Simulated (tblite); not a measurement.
Compound: C5H9BS2Si.
SMILES with atom numbers: `[SiH3:1][S:2][CH2:3][BH:4][c:5]1[cH:6][cH:7][cH:8][s:9]1` (hydrogens: H10, H11, H12 on Si1; H13, H14 on C3; H15 on B4; H16 on C6; H17 on C7; H18 on C8)

Cartesian coordinates in Å at the GFN2-xTB level; atoms count from 1:
```
atom  x, y, z in Å
Si1   -3.896   -0.503    0.008
S2    -2.712    0.847   -1.139
C3    -1.082   -0.010   -1.141
B4    -0.256    0.082    0.197
C5     1.233   -0.243    0.184
C6     2.114   -0.236    1.245
C7     3.431   -0.582    0.910
C8     3.568   -0.859   -0.419
S9     2.096   -0.699   -1.270
H10   -5.225    0.079   -0.048
H11   -3.821   -1.815   -0.631
H12   -3.380   -0.595    1.370
H13   -1.274   -1.051   -1.414
H14   -0.548    0.432   -1.984
H15   -0.760    0.385    1.209
H16    1.803    0.019    2.243
H17    4.243   -0.625    1.614
H18    4.457   -1.148   -0.945
```

Method: GFN2-xTB as coded in tblite; computed harmonic values from a numerical Hessian at the method's own geometry, unscaled. The method is semi-empirical: single wavenumbers can be off by several per cent or more. Modes of hydrogen on boron and silicon can be 10 to 20 % off. One conformer, not necessarily the lowest. The optimisation stopped once no atom felt more than 0.01 eV/Å.

Lowest wavenumbers of the output (negative numbers stand for imaginary wavenumbers):
```
mode    cm-1
  1     -21.1
  2      37.5
  3      74.6
  4      83.2
  5     104.1
  6     147.6
  7     195.7
  8     247.8
```

Task: Is this structure a minimum?

Result: Not by this Hessian. 1 mode is imaginary beyond 20i (21i cm⁻¹), so at this level the point lies at or near a first-order saddle. The curvature is small, so loose convergence or finite differences may be the whole cause.

Task: Which atoms move in the imaginary mode?

Result: 21i: Si1 (SiH3 silicon) 24 %, C3 (sp3 carbon bound to sulfur) 19 %, B4 (three-coordinate boron) 14 %. These are shares of the mass-weighted motion.

Task: What is the remedy?

Result: Step along that mode in both directions, optimise again with tighter thresholds and repeat the frequencies. The zero-point energy of this point (75.5 kcal/mol) counts the 47 real modes alone, and thermal corrections from it aren't those of a minimum.

On an Arm Neoverse N1 with one thread, no GPU, shared host with 64 logical CPUs at a one-minute load of 59, this took 1.6 s wall. This covers the Hessian and the dipole derivatives.
